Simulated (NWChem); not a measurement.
System: GeNH₂ClF₂; SMILES [NH2][Ge]([F])([F])[Cl]

The following NWChem deck was run.

```
start job
memory heap 200 mb stack 900 mb global 1100 mb
geometry units angstroms noautosym nocenter noautoz
  N      1.605558    -0.973370     0.372510
  Ge    -0.001114    -0.293599    -0.002518
  F     -0.521504    -0.884930    -1.527065
  F     -1.270228    -0.778520     1.059343
  Cl     0.054207     1.822557    -0.006782
  H      2.112808    -0.526444     1.129752
  H      1.664785    -1.985570     0.433998
end
basis spherical
  N library sto-3g
  Ge library sto-3g
  F library sto-3g
  Cl library sto-3g
  H library sto-3g
end
dft
  xc hfexch
  iterations 150
end
property
  shielding
end
task dft property
```

STO-3G and 3-21G are far too small for this property and stand as cheap habits. Geometry: optimised at PBE0/def2-SVP.

GIAO values for the isolated, static molecule; σ is the absolute isotropic shielding, δ = σ(reference) − σ with the isolated reference molecule computed at the same levels (19F: trichlorofluoromethane, 1H: tetramethylsilane, 15N: ammonia).

Atoms are numbered as in the input.

Problem. What results follow from this input? (Hartree-Fock/STO-3G, GIAO.) Quantities: δ N1 (ppm); σ Ge2 (ppm); δ F3 (ppm); δ F4 (ppm); σ Cl5 (ppm); δ H6 (ppm); δ H7 (ppm).

Solution. The δ N1 (ppm) is -54.6. The σ Ge2 (ppm) is 2245.9. The δ F3 (ppm) is -190.2 and the δ F4 (ppm) is -178.1. The σ Cl5 (ppm) comes out as 1264.9 and the δ H6 (ppm) is -1.11. The δ H7 (ppm) is -1.11.
